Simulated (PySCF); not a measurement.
Ni(CO)2 (C2NiO2), SMILES [C-](#[O+])->[Ni]<-[C-]#[O+], multiplicity 1.

Geometry optimised at B3LYP-D3(BJ)/def2-SVP. The spin state was assumed, not searched.

Two levels are set side by side: PBE/def2-TZVP (PySCF) and ωB97X/def2-TZVP (PySCF). Same geometry, gas phase. Differences are taken from unrounded values.

```
quantity                     ωB97X    PBE  PBE minus ωB97X
---------------------------  -----  -----  ---------------
orbital gap (eV)              9.17   2.37            -6.80
highest occupied level (eV)  -9.18  -5.41             3.77
lowest empty level (eV)      -0.01  -3.04            -3.02
dipole moment (D)             1.38   1.42             0.04
mean polarisability (bohr³)   55.8   57.0              1.2
```

PBE's occupied levels lie high since its potential decays too fast outside the molecule; exact exchange lowers them and widens the gap. Differences between two approximate levels are no errors against the true value.

Rough cost on one machine, each run with all the roots and properties that it gave: ωB97X against PBE within a factor of 2.
